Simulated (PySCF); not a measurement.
**Name the molecule from its bond curve**

A diatomic of charge 0 contains Cd. Its triplet curve at PBE0 in a double-zeta basis (scalar-relativistic core potentials, PySCF), in eV from the separated fragments:

(R (Å), E (eV)): (2.118, -0.296), (2.217, -0.669), (2.315, -0.864), (2.389, -0.928), (2.463, -0.944), (2.537, -0.926), (2.635, -0.867), (2.759, -0.763), (2.906, -0.625), (3.103, -0.455)

The fit gives ωe = 265 cm⁻¹ and the rotational constant Bₑ = 0.1119 cm⁻¹.

**Question.** Which atom is the partner?

**Answer.** The minimum lies at 2.456 Å, so the reduced mass is 16.8576 u Å² cm⁻¹/(Bₑ·Re²) = 24.98 u. With Cd at 113.90 u the partner weighs about 32.0 u: S. The molecule is CdS.

Spin–orbit coupling is left out. The state is the lowest determinant that a PBE0 search found; another state may lie lower at other levels.
